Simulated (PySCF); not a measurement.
Ge(H)3(NH2) (GeH₅N), SMILES [NH2][GeH3]. Geometry: PBE0-D3(BJ)/def2-TZVP.

Computed equilibrium geometry at PBE0-D3(BJ)/def2-TZVP (PySCF confirms it by a frequency run) as a Z-matrix, and its point group:
point group Cs.
```
Ge
H 1 1.5359
H 1 1.5359 2 111.08
N 1 1.8432 2 106.86 3 -116.21
H 4 1.0111 1 113.54 2 177.55
H 4 1.0111 5 108.01 1 -126.85
H 1 1.5476 2 108.79 3 119.72
```
